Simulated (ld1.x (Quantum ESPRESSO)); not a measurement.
# cobalt: one change to a PAW potential, before and after

Co, PAW, made with ld1.x (Quantum ESPRESSO) 7.5 (PBE, scalar-relativistic). Core [Ar], reference 3d7 4s2 4p0. Waves: 4s (bound): rcut 1.75, rcutus 2.15 bohr; 4s channel at 1.05 Ry: rcut 1.75, rcutus 2.15 bohr; 4p (bound, empty): rcut 2.35, rcutus 2.90 bohr; 4p channel at 4.65 Ry: rcut 2.35, rcutus 2.90 bohr; 3d (bound): rcut 1.40, rcutus 1.90 bohr; 3d channel at -0.25 Ry: rcut 1.40, rcutus 1.90 bohr. Local part: all-electron potential smoothed inside 1.65 bohr (lloc = -1). Core correction: Bessel-smoothed model core, default radius (core density twice the valence density). Augmentation charge: PSQ, inside the norm-conserving radii.

All-electron outer shells of the reference configuration (PBE, scalar-relativistic, ld1.x):

```
shell  level (eV)  outermost node (bohr)  outermost maximum (bohr)
   3s     -102.40                   0.31                      0.66
   3p      -65.64                   0.28                      0.68
   3d       -8.20                      –                      0.66
   4s       -5.47                   0.96                      2.32
   4p       -1.28                   1.05                      3.25
```

Change: all radii but the core radius scaled by about 1.40 (s 3.00, p 4.04, d 2.66 bohr, rcut 2.44/3.28/1.96); local potential all-electron potential smoothed inside 2.30 bohr (lloc = -1).

Cutoffs: the cutoffs (Ry, on a coarse ladder) from which the occupation-weighted sum of valence levels, in a spherical-Bessel basis at the reference potential, stays within 10 and 1 mRy of its value at 400 Ry; they do not see the model core or the augmentation charge, which bear on the density cutoff. Errors are all-electron minus pseudo energies relative to the spin-unpolarised reference configuration.

Q: How do hardness, ghosts and transferability respond?

A: The potential gets softer (30 Ry and 45 Ry → 12 Ry and 18 Ry); the number of tests that count goes from 7 to 1 (the test run of the changed file stopped, so its transferability is not established); neither file shows a bound ghost at the reference potential, the only one tested. A larger radius leaves more room for a smooth pseudo-wave, so fewer plane waves are needed.

```csv
quantity,base,changed
"cutoff, loose",30 Ry,12 Ry
"cutoff, tight",45 Ry,18 Ry
loose cutoff by channel (10 mRy a level),"s 6 Ry, d 25 Ry","s 6 Ry, d 10 Ry"
bound ghosts,none,none
"tests counted (converged, no solver errors)",7 of 7,1 of 7 (the test run stopped)
"error for 3d7 4s1 4p0, meV [ΔE 9.03 eV]",-3.1,-3.6
lowest overlap eigenvalue by channel,"s 0.40, p 0.38, d 1.00","s 0.45, p 0.62, d 0.11"
```

Changed file: Tests not counted: 3d7 4s0 4p0 (solver errors, printed error -593 eV); 3d6 4s0 4p0 (solver errors, printed error -475 eV).
